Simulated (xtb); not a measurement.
xtb input (GFN2-xTB):

```bash
xtb mol.xyz --gfn 2 --ohess tight --chrg -1 --uhf 0
```
mol.xyz:
```
13

C     -1.95546594     0.47665410    -0.14497215
C     -0.60564793    -0.03900680    -0.61086171
C      0.48399730     0.07394472     0.45116575
C      1.89750333    -0.32200931     0.01232384
Cl     2.53460500     0.72644816    -1.27864649
Cl    -0.83372735    -1.78238482    -1.01213657
H     -1.84902909     1.54053579     0.09290164
H     -2.71939005     0.34158606    -0.83414492
H     -2.23204184    -0.01841362     0.78824380
H      0.20155315    -0.46297590     1.33001875
H      0.55774298     1.11846509     0.79663066
H      1.94335072    -1.37069872    -0.35005964
H      2.62383960    -0.22540152     0.81658852
```

Output:

```
           -------------------------------------------------
          |                Calculation Setup                |
           -------------------------------------------------

           -------------------------------------------------
          |                 G F N 2 - x T B                 |
           -------------------------------------------------

        Reference                      10.1021/acs.jctc.8b01176
      * Hamiltonian:
        H0-scaling (s, p, d)           1.850000    2.230000    2.230000
        zeta-weighting                 0.500000
      * Dispersion:
        s8                             2.700000
        a1                             0.520000
        a2                             5.000000
        s9                             5.000000
      * Repulsion:
        kExp                           1.500000    1.000000
        rExp                           1.000000
      * Coulomb:
        alpha                          2.000000
        third order                    shell-resolved
        anisotropic                    true
        a3                             3.000000
        a5                             4.000000
        cn-shift                       1.200000
        cn-exp                         4.000000
        max-rad                        5.000000

          ...................................................
          :                      SETUP                      :
          :.................................................:
          :  # basis functions                  43          :
          :  # atomic orbitals                  41          :
          :  # shells                           21          :
          :  # electrons                        38          :
          :  max. iterations                   250          :
          :  Hamiltonian                  GFN2-xTB          :
          :  restarted?                      false          :
          :  GBSA solvation                  false          :
          :  PC potential                    false          :
          :  electronic temp.          300.0000000     K    :
          :  accuracy                    1.0000000          :
          :  -> integral cutoff          0.2500000E+02      :
          :  -> integral neglect         0.1000000E-07      :
          :  -> SCF convergence          0.1000000E-05 Eh   :
          :  -> wf. convergence          0.1000000E-03 e    :
          :  Broyden damping             0.4000000          :
          :  net charge                         -1          :
          :  unpaired electrons                  0          :
          ...................................................

 iter      E             dE          RMSdq      gap      omega  full diag
   1    -21.4458459 -0.214458E+02  0.470E+00    4.12       0.0  T
   2    -21.5453374 -0.994915E-01  0.258E+00    2.20       1.0  T
   3    -21.5499953 -0.465786E-02  0.136E+00    2.52       1.0  T
   4    -21.5514491 -0.145381E-02  0.439E-01    2.11       1.0  T
   5    -21.5518672 -0.418149E-03  0.315E-01    2.16       1.0  T
   6    -21.5522194 -0.352153E-03  0.180E-01    2.18       1.0  T
[...]

 * 3 distinct bonds (by element types)

   Z      Z             #   av. dist./Å        max./Å        min./Å
   1 H    6 C           7     1.0981051     1.1105937     1.0904870
   6 C    6 C           1     1.5186259     1.5186259     1.5186259
   6 C   17 Cl          1     1.7737778     1.7737778     1.7737778

           -------------------------------------------------
          |               Frequency Printout                |
           -------------------------------------------------
 projected vibrational frequencies (cm⁻¹)
eigval :       -0.00    -0.00    -0.00     0.00     0.00     0.00
eigval :       50.47    82.34   189.04   230.51   285.78   319.67
eigval :      357.93   473.86   516.55   665.69   806.65   903.36
eigval :      941.74   990.93  1065.00  1073.95  1103.50  1130.75
eigval :     1208.32  1270.80  1308.12  1391.45  1433.02  1461.16
eigval :     1511.36  1521.60  2699.07  2751.15  2905.72  2925.73
eigval :     2932.47  2976.26  2986.18
 reduced masses (amu)
   1: 24.28   2: 26.17   3: 23.47   4: 26.43   5: 17.75   6: 29.35   7: 26.51   8: 16.42
   9: 19.06  10:  2.64  11: 12.88  12: 16.47  13: 12.62  14:  9.11  15: 13.99  16: 16.46
  17:  7.63  18:  5.96  19:  5.22  20:  7.85  21:  8.40  22:  5.85  23:  9.39  24:  1.90
  25:  2.89  26:  3.15  27:  4.39  28:  2.85  29:  1.95  30:  1.85  31:  1.61  32:  1.62
  33:  1.71  34:  1.70  35:  1.68  36:  1.75  37:  1.72  38:  1.59  39:  1.73
 IR intensities (km·mol⁻¹)
   1:  2.39   2:  7.19   3:  7.15   4:  2.43   5:  6.36   6:  1.10   7:  2.53   8:  0.02
   9:  8.43  10:  0.10  11:  2.46  12:  1.81  13:  3.07  14: 10.45  15: 13.98  16:  4.08
  17: 17.96  18:  0.24  19:  1.43  20: 33.98  21:  6.83  22:  9.46  23: 15.79  24: 11.76
  25:  1.54  26: 33.59  27: 26.23  28: 10.48  29: 10.46  30:  2.04  31:  2.32  32:  3.34
  33:101.49  34:185.12  35: 39.22  36: 61.85  37:168.49  38: 68.52  39: 10.85
 Raman intensities (Ä⁴*amu⁻¹)
   1:  0.00   2:  0.00   3:  0.00   4:  0.00   5:  0.00   6:  0.00   7:  0.00   8:  0.00
Molecule has no symmetry elements
It seems to be the C1 point group
   9:  0.00  10:  0.00  11:  0.00  12:  0.00  13:  0.00  14:  0.00  15:  0.00  16:  0.00
  17:  0.00  18:  0.00  19:  0.00  20:  0.00  21:  0.00  22:  0.00  23:  0.00  24:  0.00
  25:  0.00  26:  0.00  27:  0.00  28:  0.00  29:  0.00  30:  0.00  31:  0.00  32:  0.00
  33:  0.00  34:  0.00  35:  0.00  36:  0.00  37:  0.00  38:  0.00  39:  0.00
 output can be read by thermo (or use thermo option).
 writing <g98.out> molden fake output.
 recommended (thermochemical) frequency scaling factor: 1.0
           -------------------------------------------------
          |             Thermodynamic Functions             |
           -------------------------------------------------

c1  symmetry found (for desy threshold:  0.10E+00) used in thermo

          ...................................................
          :                      SETUP                      :
          :.................................................:
          :  # frequencies                          33      :
          :  # imaginary freq.                       0      :
          :  linear?                             false      :
          :  only rotor calc.                    false      :
          :  symmetry                               c1      :
          :  rotational number                       1      :
          :  scaling factor                  1.0000000      :
          :  rotor cutoff                   50.0000000 cm⁻¹ :
          :  imag. cutoff                  -20.0000000 cm⁻¹ :
          :.................................................:

    mode    ω/cm⁻¹     T·S(HO)/kcal·mol⁻¹    T·S(FR)/kcal·mol⁻¹   T·S(vib)
   ------------------------------------------------------------------------
       1     50.47    -1.43077 ( 50.94%)    -1.05350 ( 49.06%)    -1.24567
       2     82.34    -1.14323 ( 88.03%)    -0.90862 ( 11.97%)    -1.11514
       3    189.04    -0.66702 ( 99.51%)    -0.66249 (  0.49%)    -0.66700
       4    230.51    -0.55903 ( 99.78%)    -0.60376 (  0.22%)    -0.55913
       5    285.78    -0.44687 ( 99.91%)    -0.54009 (  0.09%)    -0.44696
   ------------------------------------------------------------------------

   temp. (K)  partition function   enthalpy   heat capacity  entropy
                                   cal/mol     cal/K/mol   cal/K/mol   J/K/mol
 298.15  VIB   99.9                 3044.629     19.349     18.648
         ROT  0.421E+06              888.752      2.981     28.714
         INT  0.420E+08             3933.381     22.330     47.363
         TR   0.137E+28             1481.254      4.968     40.389
         TOT                        5414.6349    27.2985    87.7512   367.1511

       T/K    H(0)-H(T)+PV         H(T)/Eh          T*S/Eh         G(T)/Eh
   ------------------------------------------------------------------------
    298.15    0.862877E-02    0.105383E+00    0.416934E-01    0.636894E-01
   ------------------------------------------------------------------------

         :::::::::::::::::::::::::::::::::::::::::::::::::::::
         ::                  THERMODYNAMIC                  ::
         :::::::::::::::::::::::::::::::::::::::::::::::::::::
         :: total free energy         -21.328063954388 Eh   ::
         ::.................................................::
         :: total energy              -21.391753351772 Eh   ::
         :: zero point energy           0.096754067338 Eh   ::
         :: G(RRHO) w/o ZPVE           -0.033064669954 Eh   ::
         :: G(RRHO) contrib.            0.063689397384 Eh   ::
         :::::::::::::::::::::::::::::::::::::::::::::::::::::

optimized geometry written to: xtbopt.xyz

           -------------------------------------------------
          | TOTAL ENERGY              -21.391753351772 Eh   |
          | TOTAL ENTHALPY            -21.286370514423 Eh   |
          | TOTAL FREE ENERGY         -21.328063954388 Eh   |
          | GRADIENT NORM               0.000375135579 Eh/α |
          | HOMO-LUMO GAP               2.996314862869 eV   |
           -------------------------------------------------

------------------------------------------------------------------------
Note: The following floating-point exceptions are signalling: IEEE_UNDERFLOW_FLAG IEEE_DENORMAL
normal termination of xtb
------------------------------------------------------------------------
 total:
 SCF:
 ANC optimizer:
 analytical hessian:
```

It need not be the lowest isomer of its formula. Whether it binds its extra electron was not tested at this geometry.
